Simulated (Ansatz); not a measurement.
Basis-set series for CH4InNS, SMILES `S=C[NH][InH2]`. Charge 0, multiplicity 1. In takes the def2 core potential. All single points use the PBE0-D4/def2-TZVP geometry. It is one conformer, not always the lowest.

| functional | basis | functions | energy (Eh) | HOMO (eV) | LUMO (eV) |
| --- | --- | --- | --- | --- | --- |
| PBE0-D4 | def2-TZVPP | 210 | -683.37888 | -5.96 | -2.23 |
| PBE0-D4 | def2-QZVPP | 386 | -683.39820 | -6.01 | -2.25 |
| ωB97M-V | def2-TZVPP | 210 | -683.50913 | -8.10 | -0.72 |
| ωB97M-V | def2-QZVPP | 386 | -683.52776 | -8.16 | -0.77 |

**Question.** Give the rows for def2-SVP. (Best estimate.)

**Answer.** Computed: 
```
functional     basis  functions  energy (Eh)  HOMO (eV)  LUMO (eV)
   PBE0-D4  def2-SVP         92   -683.12358      -5.75      -2.15
   ωB97M-V  def2-SVP         92   -683.24946      -7.85      -0.54
```
